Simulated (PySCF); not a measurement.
HNSi, SMILES [Si-]#[NH+].

Geometry optimised at PBE0-D3(BJ)/def2-TZVPD.

Two levels are set side by side: PBE/def2-TZVPD (PySCF) and M06-2X/def2-TZVPD (PySCF). Same geometry, gas phase. Differences are taken from unrounded values.

```json
[
 {"quantity": "orbital gap (eV)", "M06-2X": "8.92", "PBE": "4.80", "PBE minus M06-2X": "-4.12"},
 {"quantity": "highest occupied level (eV)", "M06-2X": "-9.34", "PBE": "-6.89", "PBE minus M06-2X": "2.45"},
 {"quantity": "lowest empty level (eV)", "M06-2X": "-0.43", "PBE": "-2.09", "PBE minus M06-2X": "-1.67"},
 {"quantity": "dipole moment (D)", "M06-2X": "0.56", "PBE": "0.16", "PBE minus M06-2X": "-0.40"},
 {"quantity": "mean polarisability (bohr³)", "M06-2X": "36.0", "PBE": "37.8", "PBE minus M06-2X": "1.8"}
]
```

PBE's occupied levels lie high since its potential decays too fast outside the molecule; exact exchange lowers them and widens the gap. Loosely held outer electrons make PBE densities more polarisable. Differences between two approximate levels are no errors against the true value.

Rough cost on one machine, each run with all the roots and properties that it gave: M06-2X against PBE about 4 times.
